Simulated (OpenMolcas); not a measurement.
# F+: input and output

Input:

```
&GATEWAY
Coord
1

F 0.0 0.0 0.0
Basis=ANO-RCC-VTZP
Group=XYZ
NoMove
AngMom=0.0 0.0 0.0
AMFI
&SEWARD
&RASSCF
FileOrb=start.orb
Symmetry=1
Spin=3
nActEl=4 0 0
Inactive=2 0
Ras2=0 3
CIRoot=3 3 1
SDav=3
CIMx=300
Iter=120 100
PrWF=0.3
OrbListing=Nothing
MaxOrb=0
Atom
>>> COPY $Project.JobIph JOB001
&RASSCF
FileOrb=start.orb
Symmetry=1
Spin=1
nActEl=4 0 0
Inactive=2 0
Ras2=0 3
CIRoot=6 6 1
SDav=6
CIMx=300
Iter=120 100
PrWF=0.3
OrbListing=Nothing
MaxOrb=0
Atom
>>> COPY $Project.JobIph JOB002
&RASSI
NrOfJobIphs=2 3 6
1 2 3
1 2 3 4 5 6
IphNames
JOB001
JOB002
EJob
SpinOrbit
DIPRint=1.0
SOCoupling=1000.0
Subsets=2
MEES
Property=10
'ANGMOM' 1 'ANGMOM' 2 'ANGMOM' 3 'MLTPL  1' 1 'MLTPL  1' 2 'MLTPL  1' 3
'AMFI' 1 'AMFI' 2 'AMFI' 3 'MLTPL  2' 6
SOProperty=3
'ANGMOM' 1 'ANGMOM' 2 'ANGMOM' 3
```

A driver script runs the steps one by one and writes start.orb anew before each from the orbitals found so far.

Output, cut to the results:

```
--- SEWARD ---
Basis set label: F.ANO-RCC...4S3P2D1F.

      Electronic valence basis set:
      ------------------
      Associated Effective Charge   9.000000 au
      Associated Actual Charge      9.000000 au
      Nuclear Model: Point charge

      Shell  nPrim  nBasis  Cartesian Spherical Contaminant
         s      14       4        X
         p       9       3        X
         d       4       2                 X
         f       3       1                 X
                  Relativistic Douglas-Kroll-Hess integrals:
                    - DKH order of Hamiltonian: 2
                    - DKH order of Properties : 0
                  Atomic mean-field integrals
--- RASSCF ---
Wave function specifications:
      -----------------------------

      Number of closed shell electrons           4
      Number of electrons in active shells       4
      Max number of holes in RAS1 space          0
      Max nr of electrons in RAS3 space          0
      Number of inactive orbitals                2
      Number of active orbitals                  3
      Number of secondary orbitals              25
      Spin quantum number                      1.0
      State symmetry                             1
Orbital specifications:
      -----------------------

      Symmetry species                           1   2
                                                ag  au
      Frozen orbitals                            0   0
      Inactive orbitals                          2   0
      Active orbitals                            0   3
      RAS1 orbitals                              0   0
      RAS2 orbitals                              0   3
      RAS3 orbitals                              0   0
      Secondary orbitals                        12  13
      Deleted orbitals                           0   0
      Number of basis functions                 14  16
      Number of CSFs                             3
      Number of root(s) required                 3
      Iter CI   SX   CI       RASSCF       Energy    max ROT     max BLB   max BLB  Level Ln srch  Step   QN
          iter iter root      energy       change     param      element    value   shift minimum  type update
 Nr of preliminary CI iterations:   1
        1   1    7    0   -98.78635837    0.00E+00  -1.44E-01*   2   3 1  3.60E-01*  0.00   0.00    SX    NO
        2   1    7    0   -98.91075497   -1.24E-01* -2.13E-02    2   4 1  1.18E-01*  0.00   0.00    SX    NO
        3   1    7    0   -98.91746496   -6.71E-03*  9.50E-03    2   3 1  2.84E-02*  0.00   0.00    SX    NO
        4   1    7    0   -98.91810202   -6.37E-04*  3.03E-03    2   3 1 -9.79E-03*  0.00   0.00    SX    NO
        5   1    6    0   -98.91816734   -6.53E-05* -7.53E-04    2   3 1  3.01E-03*  0.00   0.76    QN   YES
        6   1    4    0   -98.91817499   -7.65E-06* -4.56E-06    2   4 1  1.92E-05   0.00   1.00    QN   YES
        7   1    3    0   -98.91817499   -2.89E-10   8.62E-07    2   3 1 -4.88E-06   0.00   1.12    QN   YES
      Convergence after  7 iterations
        8   1    3    0   -98.91817499   -6.41E-12   8.62E-07    2   3 1 -4.73E-07   0.00   1.12    QN   YES
      Natural orbitals and occupation numbers for root  1
      sym 2:   2.000000   1.000000   1.000000
      Natural orbitals and occupation numbers for root  2
      sym 2:   1.000000   1.000000   2.000000
      Natural orbitals and occupation numbers for root  3
      sym 2:   1.000000   2.000000   1.000000
::    RASSCF root number  1 Total energy:    -98.91817499
::    RASSCF root number  2 Total energy:    -98.91817499
::    RASSCF root number  3 Total energy:    -98.91817499
--- RASSCF ---
Wave function specifications:
      -----------------------------

      Number of closed shell electrons           4
      Number of electrons in active shells       4
      Max number of holes in RAS1 space          0
      Max nr of electrons in RAS3 space          0
      Number of inactive orbitals                2
      Number of active orbitals                  3
      Number of secondary orbitals              25
      Spin quantum number                      0.0
      State symmetry                             1
Orbital specifications:
      -----------------------

      Symmetry species                           1   2
                                                ag  au
      Frozen orbitals                            0   0
      Inactive orbitals                          2   0
...
--- RASSI ---
SPIN-FREE ENERGIES:
  (Shifted by EMIN (a.u.) =        -98.9181749927)

 SF State       Relative EMIN(au)   Rel lowest level(eV)    D:o, cm**(-1)      L_eff

     1             0.0000000000        0.0000000000              0.0000         1.0
     2             0.0000000000        0.0000000000              0.0000         1.0
     3             0.0000000000        0.0000000000              0.0000         1.0
     4             0.1028032429        2.7974187495          22562.7038         2.0
     5             0.1028032429        2.7974187495          22562.7038         2.0
     6             0.1028032429        2.7974187495          22562.7038         2.0
     7             0.1028032429        2.7974187495          22562.7038         2.0
     8             0.1028032429        2.7974187495          22562.7038         2.0
     9             0.2560538562        6.9675803814          56197.3257         0.0
     Dipole printing threshold changed to   1.00000000E+00
Eigenvalues of complex Hamiltonian:
   -----------------------------------
  (Shifted by EMIN (a.u.) =        -98.9181749927)

 SO State       Relative EMIN(au)   Rel lowest level(eV)    D:o, cm**(-1)     J-value

     1            -0.0007406816        0.0000000000              0.0000         1.0
     2            -0.0007406816        0.0000000000              0.0000         1.4
     3            -0.0007406816        0.0000000000              0.0000         1.6
     4            -0.0007406816        0.0000000000              0.0000         1.8
     5            -0.0007406816        0.0000000000              0.0000         1.8
     6             0.0007305250        0.0400335699            322.8925         0.6
     7             0.0007305250        0.0400335699            322.8925         1.0
     8             0.0007305250        0.0400335699            322.8925         0.6
     9             0.0014445282        0.0594625866            479.5981        -0.0
...
```

The J values that RASSI prints are effective ones from its own formula and need not be integers or half-integers; the table below assigns J from the states.

Levels above the lowest, from the spin-orbit matrix, grouped by J:

```json
{"Configuration": "2s² 2p⁴", "Term": "³P", "J": "2", "E (cm⁻¹)": "0.0", "Measured (cm⁻¹)": "0.0", "Term weight %": "100"}
{"Configuration": "2s² 2p⁴", "Term": "³P", "J": "1", "E (cm⁻¹)": "323", "Measured (cm⁻¹)": "341", "Term weight %": "100"}
{"Configuration": "2s² 2p⁴", "Term": "³P", "J": "0", "E (cm⁻¹)": "480", "Measured (cm⁻¹)": "490", "Term weight %": "100"}
{"Configuration": "2s² 2p⁴", "Term": "¹D", "J": "2", "E (cm⁻¹)": "22727", "Measured (cm⁻¹)": "20873", "Term weight %": "100"}
{"Configuration": "2s² 2p⁴", "Term": "¹S", "J": "0", "E (cm⁻¹)": "56364", "Measured (cm⁻¹)": "44918", "Term weight %": "100"}
```

Against the 4 measured excited levels shown (NIST Handbook of Basic Atomic Spectroscopic Data) the mean absolute deviation is 3300 cm-1; the largest miss in energy is 2s² 2p⁴ ¹S₀: computed 56364, measured 44918 cm⁻¹ (+25.5 %).

Without dynamic correlation excited terms often stand tens of per cent too high (terms of higher spin than the ground term too low), and those without a measured partner can miss by more than the paired ones. With the s shell closed, the reference lacks s² → p² mixing. Measured partners are found by configuration, term and J. A level has none where our copy of the source lacks it or the pairing is in doubt (some pairs that miss far off the trend of their configuration count as doubtful), and it then counts in no deviation. Levels of configurations outside the active space are missing.

The term weight is that of the spin-free term in the level, not the purity of its configuration.
